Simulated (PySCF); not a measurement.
C2H8ClNO2Si, singlet, at a GFN2-xTB geometry, atoms displaced at random by about 0.08 Å a coordinate; TPSS/STO-3G, gradient run with PySCF.

The PySCF input:
```python
from pyscf import gto, scf, dft

mol = gto.M(
    atom='''
C    -0.976028    0.956483    1.924393
N    -0.644546   -0.206728    1.319633
C    -1.717146   -1.150254    1.104766
Si    0.543484    0.065787   -0.119316
O     1.661280    0.907533    0.338334
O     1.012982   -1.728076   -0.446532
Cl   -0.044515    0.476936   -1.839878
H    -1.176820    0.629285    2.803672
H    -0.008362    1.782225    2.115876
H    -1.840965    1.532874    1.491777
H    -2.607662   -0.724874    0.676904
H    -1.782359   -1.294177    2.209345
H    -1.512045   -2.003490    0.495587
H     2.416192    1.358606   -0.233300
H     1.476114   -2.273719    0.180680
''',
    basis='sto-3g',
    charge=0,
    spin=0,
    verbose=4,
)

mf = dft.RKS(mol)
mf.xc = 'tpss'
mf.kernel()
g = mf.nuc_grad_method()
grad = g.kernel()
```

It wrote (shortened):

```
PySCF version 2.14.0

[INPUT] verbose = 4
[INPUT] num. atoms = 15
[INPUT] num. electrons = 74
[INPUT] charge = 0
[INPUT] spin (= nelec alpha-beta = 2S) = 0
[INPUT] symmetry False subgroup None
[INPUT] Mole.unit = angstrom
[INPUT] Symbol           X                Y                Z      unit          X                Y                Z       unit  Magmom
[INPUT]  1 C     -0.976028000000   0.956483000000   1.924393000000 AA   -1.844425609907   1.807490912802   3.636575726030 Bohr   0.0
[INPUT]  2 N     -0.644546000000  -0.206728000000   1.319633000000 AA   -1.218015414684  -0.390659302279   2.493744954938 Bohr   0.0
[INPUT]  3 C     -1.717146000000  -1.150254000000   1.104766000000 AA   -3.244935655892  -2.173665033685   2.087705171731 Bohr   0.0
[INPUT]  4 Si     0.543484000000   0.065787000000  -0.119316000000 AA    1.027035913083   0.124319412557  -0.225474562279 Bohr   0.0
[INPUT]  5 O      1.661280000000   0.907533000000   0.338334000000 AA    3.139364216217   1.714988819005   0.639358598629 Bohr   0.0
[INPUT]  6 O      1.012982000000  -1.728076000000  -0.446532000000 AA    1.914258549114  -3.265590362434  -0.843823185854 Bohr   0.0
[INPUT]  7 Cl    -0.044515000000   0.476936000000  -1.839878000000 AA   -0.084121158435   0.901278418946  -3.476865522613 Bohr   0.0
[INPUT]  8 H     -1.176820000000   0.629285000000   2.803672000000 AA   -2.223867497911   1.189176304297   5.298172223112 Bohr   0.0
[INPUT]  9 H     -0.008362000000   1.782225000000   2.115876000000 AA   -0.015801889854   3.367917142353   3.998426153540 Bohr   0.0
[INPUT] 10 H     -1.840965000000   1.532874000000   1.491777000000 AA   -3.478919654910   2.896712043467   2.819049968925 Bohr   0.0
[INPUT] 11 H     -2.607662000000  -0.724874000000   0.676904000000 AA   -4.927767005436  -1.369813334818   1.279163172623 Bohr   0.0
[INPUT] 12 H     -1.782359000000  -1.294177000000   2.209345000000 AA   -3.368170365654  -2.445640086711   4.175056964677 Bohr   0.0
[INPUT] 13 H     -1.512045000000  -2.003490000000   0.495587000000 AA   -2.857350938018  -3.786047393305   0.936523700895 Bohr   0.0
[INPUT] 14 H      2.416192000000   1.358606000000  -0.233300000000 AA    4.565941144365   2.567393251191  -0.440873104861 Bohr   0.0
[INPUT] 15 H      1.476114000000  -2.273719000000   0.180680000000 AA    2.789451188636  -4.296706194220   0.341435716186 Bohr   0.0

nuclear repulsion = 507.032844352555
number of shells = 33
number of NR pGTOs = 153
number of NR cGTOs = 51
basis = sto-3g
ecp = {}

******** <class 'pyscf.dft.rks.RKS'> ********
method = RKS
initial guess = minao
damping factor = 0
level_shift factor = 0
DIIS = <class 'pyscf.scf.diis.CDIIS'>
diis_start_cycle = 1
diis_space = 8
diis_damp = 0
SCF conv_tol = 1e-09
SCF conv_tol_grad = None
SCF max_cycles = 50
direct_scf = True
direct_scf_tol = 1e-13
XC library pyscf.dft.libxc version 7.1.2
    S. Lehtola, C. Steigemann, M. J. T. Oliveira, and M. A. L. Marques,  SoftwareX 7, 1–5 (2018)
XC functionals = tpss
    J. Tao, J. P. Perdew, V. N. Staroverov, and G. E. Scuseria,  Phys. Rev. Lett. 91, 146401 (2003)
    J. P. Perdew, J. Tao, V. N. Staroverov, and G. E. Scuseria,  J. Chem. Phys. 120, 6898 (2004)
    J. Tao, J. P. Perdew, V. N. Staroverov, and G. E. Scuseria,  Phys. Rev. Lett. 91, 146401 (2003)
    J. P. Perdew, J. Tao, V. N. Staroverov, and G. E. Scuseria,  J. Chem. Phys. 120, 6898 (2004)
radial grids:
    Treutler-Ahlrichs [JCP 102, 346 (1995); DOI:10.1063/1.469408] (M4) radial grids

becke partition: Becke, JCP 88, 2547 (1988); DOI:10.1063/1.454033
pruning grids: <function nwchem_prune>
grids dens level: 3
symmetrized grids: False
atomic radii adjust function: <function treutler_atomic_radii_adjust>
small_rho_cutoff = 0
Set gradient conv threshold to 3.16228e-05
Initial guess from minao.
tot grids = 186832
init E= -1024.54308015483
  HOMO = -0.28516812219953  LUMO = -0.022291355012067  gap/eV = 7.15324
cycle= 1 E= -1023.49180845121  delta_E= 1.05  |g|= 0.879  |ddm|= 4.86
  HOMO = 0.157988608361051  LUMO = 0.182715469135749  gap/eV = 0.67285
cycle= 2 E= -1022.12593778483  delta_E= 1.37  |g|= 2.21  |ddm|= 5.19
  HOMO = 0.0207291682716315  LUMO = 0.17019178139138  gap/eV = 4.06708
cycle= 3 E= -1023.63367499111  delta_E= -1.51  |g|= 0.667  |ddm|= 4.42
  HOMO = -0.023024904199085  LUMO = 0.134786821853003  gap/eV = 4.29428
cycle= 4 E= -1023.76880152115  delta_E= -0.135  |g|= 0.177  |ddm|= 1.36
  HOMO = -0.0354199273067516  LUMO = 0.135236822701668  gap/eV = 4.64381
cycle= 5 E= -1023.7794455436  delta_E= -0.0106  |g|= 0.0301  |ddm|= 0.353
  HOMO = -0.0412223716744292  LUMO = 0.134502272408766  gap/eV = 4.78171
cycle= 6 E= -1023.77984176314  delta_E= -0.000396  |g|= 0.00625  |ddm|= 0.0746
  HOMO = -0.042185322917258  LUMO = 0.135013828537157  gap/eV = 4.82183
cycle= 7 E= -1023.77985320112  delta_E= -1.14e-05  |g|= 0.00331  |ddm|= 0.0165
  HOMO = -0.0421212223032241  LUMO = 0.134998758449636  gap/eV = 4.81968
cycle= 8 E= -1023.77985684827  delta_E= -3.65e-06  |g|= 0.00112  |ddm|= 0.00756
  HOMO = -0.0422560342923235  LUMO = 0.134926198426739  gap/eV = 4.82137
cycle= 9 E= -1023.77985723929  delta_E= -3.91e-07  |g|= 0.000136  |ddm|= 0.00178
  HOMO = -0.0422713970007382  LUMO = 0.134913852611963  gap/eV = 4.82146
cycle= 10 E= -1023.77985724589  delta_E= -6.6e-09  |g|= 3.67e-05  |ddm|= 0.000311
  HOMO = -0.0422638641659188  LUMO = 0.134920186532115  gap/eV = 4.82142
cycle= 11 E= -1023.77985724641  delta_E= -5.14e-10  |g|= 3.52e-06  |ddm|= 7.04e-05
  HOMO = -0.0422640997423521  LUMO = 0.134919738251458  gap/eV = 4.82142
Extra cycle  E= -1023.77985724641  delta_E=    0  |g|= 3.6e-06  |ddm|= 1.37e-05
converged SCF energy = -1023.77985724641

******** <class 'pyscf.grad.rks.Gradients'> for <class 'pyscf.dft.rks.RKS'> ********
unit = Eh/Bohr
grid_response = False
--------------- RKS gradients ---------------
         x                y                z
0 C    -0.0479251896    -0.1871211116     0.0523731616
1 N    -0.1457047674     0.0440063488     0.1553521306
2 C     0.0118570257    -0.0114576197    -0.0570010040
3 Si     0.0745185705     0.2522608532    -0.1079770727
4 O    -0.1726223974    -0.1337433118    -0.0570835754
5 O     0.0670067835    -0.0976682734     0.0901511870
6 Cl     0.0614109256    -0.0408785885     0.1566086207
7 H     0.0562551009     0.0275459174    -0.1709054586
8 H     0.0597400769     0.0572091045     0.0215677718
9 H    -0.0030557217    -0.0039252464    -0.0034916294
10 H     0.0313309548    -0.0171929562     0.0053516640
11 H     0.0395893066     0.0361975517     0.0085230215
12 H    -0.0236539406     0.0290613328     0.0073585981
13 H     0.0347257047     0.0202268568    -0.0177630901
14 H    -0.0434219369     0.0255986348    -0.0829815296
----------------------------------------------
```
